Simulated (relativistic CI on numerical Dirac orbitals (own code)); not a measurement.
## One change at a time: Pt21+

Base calculation: Dirac-Coulomb-Breit CI, KLI orbitals optimised for each configuration, a model potential for QED, unscaled Slater integrals.

CI space (outside the closed core [Ar] 3d10): 4s²4p⁶4d¹⁰4f¹¹, 4s²4p⁶4d¹⁰4f¹⁰5s, 4s²4p⁶4d¹⁰4f⁹5s², 4s²4p⁶4d¹⁰4f¹⁰5p, 4s²4p⁶4d⁹4f¹², 4s²4p⁶4d¹⁰4f¹⁰5d, 4s²4p⁶4d⁸4f¹³, 4s²4p⁶4d¹⁰4f¹⁰6s, 4s²4p⁵4d¹⁰4f¹², 4s²4p⁴4d¹⁰4f¹³, 4p⁶4d¹⁰4f¹³, 4s4p⁶4d⁹4f¹³, 4s4p⁶4d¹⁰4f¹¹5s, 4s4p⁶4d¹⁰4f¹¹6s. Levels of other configurations are missing.

Variants: (1) P86 correlation estimate; (2) configuration mixing switched off; (3) Breit term removed. Shifts of the energy above 4s²4p⁶4d¹⁰4f¹¹ ⁴I°15/2, in cm⁻¹, for the lowest level and the first level of each name with at least 55 % of one term (blank where a level changes its place among those of its configuration and J or its character, or is not in the variant):

| Level | Base | Δ(1) | Δ(2) | Δ(3) |
| --- | --- | --- | --- | --- |
| 4s²4p⁶4d¹⁰4f¹¹ ⁴I°15/2 | 0.0 | 0.0 | 0.0 | 0.0 |
| 4s²4p⁶4d¹⁰4f¹¹ ⁴I°13/2 | 24951.7 | +0.1 | -26.0 | +836.8 |
| 4s²4p⁶4d¹⁰4f¹¹ ⁴F°7/2 | 54926.8 | +1.8 | +2282.8 | -21.0 |
| 4s²4p⁶4d¹⁰4f¹¹ ⁴F°5/2 | 55792.3 | +2.3 | +3385.9 | -739.5 |
| 4s²4p⁶4d¹⁰4f¹¹ ²K°15/2 | 66360.0 | +0.6 | +308.1 | +1139.8 |
| 4s²4p⁶4d¹⁰4f¹¹ ²P°1/2 | 78733.7 | +3.0 | +6010.9 | -277.8 |
| 4s²4p⁶4d¹⁰4f¹¹ ²K°13/2 | 82693.0 | +0.9 | +850.7 | +1337.5 |
| 4s²4p⁶4d¹⁰4f¹¹ ²I°11/2 | 95676.0 | +1.9 | +2198.9 | +470.1 |
| 4s²4p⁶4d¹⁰4f¹¹ ²L°17/2 | 99321.9 | +0.6 | -663.3 | +1813.0 |
| 4s²4p⁶4d¹⁰4f¹¹ ²I°13/2 | 108951.5 | +1.6 | +1666.6 | +2039.9 |
| 4s²4p⁶4d¹⁰4f¹¹ ²L°15/2 | 123399.9 | +0.7 | -559.8 | +2644.5 |
| 4s²4p⁶4d¹⁰4f¹¹ ⁴D°1/2 | 125097.1 | +3.6 | +4337.9 | +989.7 |
| 4s²4p⁶4d¹⁰4f¹¹ ²F°7/2 | 131217.7 | +5.1 | +6146.3 | +515.2 |
| 4s²4p⁶4d¹⁰4f¹¹ ²F°5/2 | 162313.3 | +4.5 | +5469.0 | +1542.6 |

At this charge transitions that keep the count of f electrons are usually good to a few per cent. Terms inside the open d or f shell come out 10 to 20 % too wide with unscaled integrals. Levels that differ in their count of f electrons can be misplaced by several ten thousand cm⁻¹, since the correlation energy of f electrons is missing or only estimated; rates across such gaps can be off by orders of magnitude.

Ionisation energy from one configuration of each of the two ions, the ground ones as tabulated or assumed: base 604.335 eV; P86 correlation estimate 606.315 eV. The NIST ASD value (theoretical) is 610 ± 30 eV.

LS names give the leading component of a level, which can be under half, so a name can repeat, a term be missing and a line seem to break the LS rules.
